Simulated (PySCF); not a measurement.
One of the candidates below gave these computed data.

All candidates are C5H6N2O2.

* 13C NMR: chemical shifts (computed TMS as zero) by class: 169.7 (2 C), 84.0 (1 C), 79.0 (1 C), 48.5 (1 C) ppm [GIAO PBE0/pcSseg-1]
* NMR, other nuclei: isotropic shieldings of nuclei other than C and H, by class: 148 (2 N), -72 (2 O) ppm [GIAO PBE0/pcSseg-1]
* Rotational structure: rotational constants A, B, C: 1.916, 1.512, 1.183 GHz [GFN2-xTB]
* 1H NMR: chemical shifts (computed TMS as zero) by class: 6.35 (2 H), 4.65 (2 H), 3.47 (1 H), 1.80 (1 H) ppm [GIAO PBE0/pcSseg-1]
* Dipole: 3.08 D [PBE0/pcSseg-1]

Gas-phase values; electronic properties from PySCF, density fitting. Levels stand in brackets. One conformer (not necessarily the lowest) at the GFN2-xTB geometry, without solvent, vibrations or thermal averaging. NMR classes are plain means over equivalent atoms (diastereotopic ones count apart unless rotation or inversion swaps them), as if these changed places fast.

Question: Which candidate is it?
A. `CC(=O)c1nnc(C)o1`
B. `C#CC(C(N)=O)C(N)=O`
C. `COC(=O)c1cc[nH]n1`

Answer: B. It is `C#CC(C(N)=O)C(N)=O`. Numbering: `[CH:1]#[C:2][CH:3]([C:4]([NH2:5])=[O:6])[C:7]([NH2:8])=[O:9]`. Its formula, C5H6N2O2, gives 4 degrees of unsaturation: 0 rings and 4 π bonds in the structure found. 5 carbons fall into 4 classes; from least to most shielded: amide carbonyl carbon [C4/C7] (169.7 ppm, 2 C, up to 4.1 ppm apart in this geometry), alkyne carbon [C2] (84.0 ppm), terminal alkyne carbon [C1] (79.0 ppm), sp3 carbon next to a carbonyl [C3] (48.5 ppm). Hydrogen classes from least to most shielded: 2 H on 2 amide nitrogens, N5/N8 (6.35 ppm, a mean of values up to 2.5 ppm apart in this geometry), 2 H on 2 amide nitrogens, N5/N8 (4.65 ppm), 1 H on an sp3 carbon next to a carbonyl, C3 (3.47 ppm), 1 H on a terminal alkyne carbon, C1 (1.80 ppm). The other shieldings belong to: 148 ppm, amide nitrogen [N5/N8]; -72 ppm, amide oxygen [O6/O9]. The optimised geometry has point group C1 and is an asymmetric top.

The others, at the same levels:
- `COC(=O)c1cc[nH]n1` fails: it has 5 carbon classes against 4; its computed 13C shifts are 170.0 (1 C), 149.3 (1 C), 131.4 (1 C), 116.7 (1 C), 53.5 (1 C) ppm, 1H shifts are 9.66 (1 H), 7.47 (1 H), 7.24 (1 H), 4.09 (3 H) ppm and rotational constant A is 4.709 GHz (against 1.916 GHz).
- `CC(=O)c1nnc(C)o1` fails: it has 5 carbon classes against 4; its computed 13C shifts are 190.4 (1 C), 172.0 (1 C), 170.2 (1 C), 30.8 (1 C), 13.8 (1 C) ppm, 1H shifts are 2.86 (3 H), 2.78 (3 H) ppm and rotational constant A is 4.370 GHz (against 1.916 GHz).

Each candidate is one conformer, not necessarily the lowest. Dipoles, sizes and rotational constants follow the conformer. The torsions of the flexible species, by atom-mapped SMILES:
- `[CH:1]#[C:2][CH:3]([C:4]([NH2:5])=[O:6])[C:7]([NH2:8])=[O:9]`: C2–C3–C4–N5 63°, C2–C3–C7–N8 115°, H–N5–C4–C3 175°, H–N5–C4–C3 16°, H–N8–C7–C3 -179°, H–N8–C7–C3 0°
- `[CH3:1][O:2][C:3](=[O:4])[c:5]1[cH:6][cH:7][nH:8][n:9]1`: C1–O2–C3–O4 0°, O2–C3–C5–C6 180°
- `[CH3:1][C:2](=[O:3])[c:4]1[n:5][n:6][c:7]([CH3:8])[o:9]1`: C1–C2–C4–N5 0°
